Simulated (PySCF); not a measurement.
A GIAO shielding run with PySCF 2.14.0 with density-fitted response routines (density fitting, non-relativistic, gas phase) on SMILES CN=P1(C)C=CCC=C1, C7H12NP:

```
$ OMP_NUM_THREADS=1 python probes_run.py task.json out

{"job": {"kind": "nmr", "xc": "PBE0", "basis": "pcSseg-1"}, "charge": 0, "multiplicity": 1}
C     -3.080622    -0.894676    -0.215140
N     -1.806947    -0.892816     0.466689
P     -0.561309    -0.000965     0.174959
C     -0.737538     1.851941     0.216451
C      0.445395    -0.238457    -1.327991
C      1.766374    -0.345824    -1.287456
C      2.607223    -0.157037    -0.064560
C      1.927808    -0.462348     1.234281
C      0.621951    -0.413824     1.453962
H     -3.560279     0.089949    -0.234759
H     -3.011138    -1.260273    -1.244354
H     -3.730215    -1.576072     0.338095
H     -1.280944     2.178464    -0.669956
H      0.231765     2.342550     0.245399
H     -1.313522     2.110674     1.104381
H     -0.095302    -0.413269    -2.250840
H      2.322702    -0.565362    -2.191937
H      2.961586     0.881722    -0.039275
H      3.501698    -0.781556    -0.148247
H      2.599119    -0.742256     2.038454
H      0.183274    -0.693622     2.401373
```

Hardware: 1 thread of an Arm Neoverse V1, shared host. The job also computes population analyses, field gradients, ring-centre shieldings.

Question: How large is the calculation?

Answer: 76 electrons, 220 basis functions and 1154 auxiliary functions.

Question: How long does it take, and how much memory does it need?

Answer: 42 s of wall time, with 14 SCF cycles and 5 response iterations; peak memory 0.9 GiB. Times on a shared host scatter by some tens of per cent.
